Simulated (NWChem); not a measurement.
Species: MoNHOClF; SMILES [NH]=[Mo](=[O])([F])[Cl]

Program: NWChem. Medium grid unless said otherwise, to which SCAN and Minnesota functionals are sensitive. The geometry was optimised at PBE0/def2-SVP. def2 effective core potentials on Mo; no spin-orbit coupling. Total energies of different functionals are on different scales.

| level | energy (Ha) | highest occupied level (eV) | orbital gap (eV) | dipole (D) |
|---|---|---|---|---|
| B3LYP/def2-SVP | -758.6884 | -8.61 | 5.54 | 1.90 |
| PBE/def2-SVP | -758.2955 | -7.42 | 3.89 | 1.76 |
| PW91/def2-SVP | -758.6743 | -7.49 | 3.88 | 1.76 |
| M06-L/def2-SVP | -758.6760 | -7.84 | 4.20 | 1.90 |
| M05-2X/def2-SVP | -758.4936 | -10.40 | 8.46 | 2.07 |
| r2SCAN0/def2-SVP | -758.4490 | -9.22 | 6.25 | 2.01 |
| N12/def2-SVP | -758.7018 | -7.39 | 3.83 | 1.89 |
| TPSS/def2-SVP | -758.7210 | -7.55 | [?] | 1.80 |
| BP86/def2-SVP | -758.8264 | -7.53 | 3.88 | 1.77 |
| PW6B95/def2-SVP | -759.2562 | -9.03 | 6.17 | 1.98 |

Fill in the missing entries.


- TPSS/def2-SVP, orbital gap (eV): 4.01
